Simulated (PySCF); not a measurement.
C6H7O (doublet state).
SMILES with atom numbers: `[O:1]=[CH:2]/[CH:3]=[C:4]\[CH:5]1[CH2:6][CH2:7]1` (hydrogens: H8 on C2; H9 on C3; H10 on C5; H11, H12 on C6; H13, H14 on C7)

Cartesian coordinates in Å at the GFN2-xTB level; atoms count from 1:
```xyz
14
C6H7O angstrom
O      1.8098    0.9571    1.2951
C      2.3527    0.1398    0.5993
C      1.7556   -0.5517   -0.5574
C      0.5006   -0.3814   -0.9066
C     -0.6166    0.4053   -0.5139
C     -2.0248   -0.1531   -0.5620
C     -1.3783    0.0709    0.7603
H      3.3959   -0.1775    0.7954
H      2.4095   -1.2301   -1.0869
H     -0.5116    1.4584   -0.7610
H     -2.1421   -1.1700   -0.9049
H     -2.8157    0.5124   -0.8722
H     -1.0419   -0.7847    1.3247
H     -1.6938    0.9042    1.3680
```

The hyperfine couplings belong to this conformer and change with its torsions.

Theory: PySCF, UKS B3LYP, pcH-1 on C H O, non-relativistic, mean-field spin-orbit, GIAO. The structure is a single GFN2-xTB conformer in the gas phase; no vibrational or solvent corrections. GFN2-xTB frequencies show an imaginary mode (36i cm⁻¹), so this geometry is no minimum at that level. Couplings are sensitive to structure, and on GFN2-xTB geometries they can be far from those on DFT ones. Stability of the SCF solution: not tested.

Q: What is the g tensor, term by term?

A: 
| Δg (ppm) | 1 | 2 | 3 |
| --- | --- | --- | --- |
| relativistic mass correction | -161 | -161 | -161 |
| gauge correction | 29 | 20 | 6 |
| orbital Zeeman/spin–orbit | -483 | -299 | 763 |
| total | -616 | -440 | 608 |

So g = 2.00170, 2.00188, 2.00293 and g_iso = 2.00217; the tensor is close to axial: the two nearest values differ by 14 % of g3 − g1. Axes: g1 points within 11° of the C3–C4 bond.

Q: Average each term over the three axes. Which is largest in size?

A: The mass correction -161, the gauge correction 18 and the orbital-Zeeman/spin–orbit term -7 ppm, for a total of -149 ppm. The mass correction is the largest in size. The mass correction is the same along every axis, so the anisotropy comes from the other two: their spans along these axes are 23 (gauge) and 1246 ppm (orbital Zeeman/spin–orbit).

Q: At 9.348 GHz, how far is the centre of the isotropic spectrum from where a free electron (g = 2.002319) resonates?

A: B = hν/(g μB) with μB/h = 13.99624 MHz/mT gives 333.56 mT for the free electron and 333.58 mT at g_iso, 0.02 mT higher.

Q: What effective moment and Curie constant follow for a powder?

A: With the mean of g² = 4.0087 and S(S+1) = 0.75: μ_eff = √(⟨g²⟩S(S+1)) = 1.734 μB and χT = 0.12505·⟨g²⟩·S(S+1) = 0.376 cm³ K/mol (cgs; spin-Hamiltonian part alone).

Q: In a frozen sample, at which fields do the three g values resonate at 9.5, 34, 94 and 263 GHz (hyperfine left aside), and which band first spreads them over more than twice a line width of 0.5 mT?

A: 
```tsv
band	GHz	B(g3) mT	B(g2) mT	B(g1) mT	spread mT
X	9.5	338.88	339.06	339.09	0.21
Q	34.0	1212.84	1213.47	1213.58	0.74
W	94.0	3353.14	3354.89	3355.19	2.05
J	263.0	9381.65	9386.56	9387.38	5.73
```

The spread grows in proportion to the frequency. W band is the first where it exceeds 1.0 mT.

The largest Mulliken spin populations are on C4 (+0.94), C3 (-0.14) and C7 (+0.07). No atom but C4 exceeds +0.15. The positive populations add up to 1.20 and the negative ones to -0.20, together 2S = 1.

The HOMO–LUMO gaps are 3.86 eV among the α and 4.85 eV among the β orbitals.
